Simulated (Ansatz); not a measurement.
System: C3H9ClGe, charge 0, multiplicity 1. 
Geometry from a B3LYP-D3(BJ)/def2-TZVP (Ansatz, an electronic-structure program) optimisation:
```xyz
14

C     -1.6247    -0.9952     0.7707
Ge    -0.0299     0.0295     0.2851
C      1.6046    -0.6979     1.0782
C     -0.2375     1.9478     0.6112
Cl     0.1983    -0.1961    -1.8934
H     -1.7987    -0.9266     1.8458
H     -2.4946    -0.6026     0.2458
H     -1.4926    -2.0418     0.4998
H      1.7170    -1.7464     0.8053
H      2.4717    -0.1455     0.7186
H      1.5590    -0.6175     2.1655
H      0.6408     2.4842     0.2545
H     -1.1158     2.3225     0.0872
H     -0.3563     2.1335     1.6800
```
Charge 0, spin multiplicity 1.

Total electronic energies in hartree. Valence correlation only, unless marked. No spin-orbit coupling. The frozen core is the preceding noble-gas configuration, with the filled d and f shells of earlier blocks. No relativistic terms. CBS(X,Y): correlation extrapolated as X^-3; Hartree-Fock from the larger set.

| level | program | energy (Eh) |
|---|---|---|
| HF/def2-SVPD | Ansatz | -2653.30645 |
| HF/def2-TZVPP | Ansatz | -2653.84893 |
| HF/def2-QZVPPD | Ansatz | -2653.90880 |
| RI-HF/def2-QZVPP | Ansatz | -2653.90864 |
| RI-HF/def2-QZVPPD | Ansatz | -2653.90871 |
| PBE/def2-TZVPD | Ansatz | -2656.39204 |
| BLYP-D4/def2-TZVPD | Ansatz + dftd4 | -2657.06761 |
| revPBE-D4/def2-TZVPD | Ansatz + dftd4 | -2656.82152 |
| r2SCAN-D4/def2-TZVPD | Ansatz + dftd4 | -2656.96324 |
| B3LYP/def2-TZVPD | Ansatz | -2657.14507 |
| PBE0/def2-QZVPP | Ansatz | -2656.57885 |
| wB97M-V/def2-TZVPD | Ansatz | -2656.85697 |
| wB97X/def2-TZVPD | Ansatz | -2657.08992 |
| PBE-QIDH/def2-TZVPD | Ansatz | -2656.03169 |
| MP2/STO-3G | Ansatz | -2624.11620 |
| MP2/6-31G | Ansatz | -2653.73655 |
| MP2/def2-QZVPPD | Ansatz | -2654.81548 |
| RI-MP2/def2-TZVPPD | Ansatz | -2654.69906 |
| SCS-MP2/def2-QZVPPD | Ansatz | -2654.82781 |
| CCSD/6-31G | Ansatz | -2653.79196 |
| CCSD(T)/def2-SVP | Ansatz | -2654.04536 |
| CCSD(T)/CBS(def2-TZVPP,def2-QZVPP) | Ansatz | -2654.9511 |
| CCSD(T)/CBS(def2-TZVPPD,def2-QZVPPD) | Ansatz | -2654.9491 |

Totals of different functionals don't rank their quality; only differences between species are comparable.
